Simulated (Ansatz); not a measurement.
Basis-set extrapolation for `O[SiH2][SiH2]O` (PBE0-D4/def2-TZVP geometry, frozen core, Ansatz). Multiplicity 1, RHF reference.

|  | def2-TZVPP | def2-QZVPP |
| --- | --- | --- |
| HF | -731.262950 | -731.288852 |
| MP2 correlation | -0.731740 | -0.791106 |
| CCSD(T) correlation | -0.797794 | not run |

Energies in hartree. Use E(X) = E(∞) + A·exp(−7.88·√X) for Hartree–Fock and E(X) = E(∞) + B·X^(−2.97) for correlation, with X = 3 and 4, and add CCSD(T) minus MP2 of the smaller set to the MP2 limit.

Question: What is the CCSD(T) energy at the basis-set limit?

Answer: HF limit: -731.288852 + (-0.025902) × 0.13774 = -731.29242. MP2 limit: -0.791106 + (-0.059366) × 0.74074 = -0.83508. Higher-order term: -0.797794 − (-0.731740) = -0.06605. Total: -732.19355 hartree, 348.7 kJ/mol below CCSD(T)/def2-TZVPP.
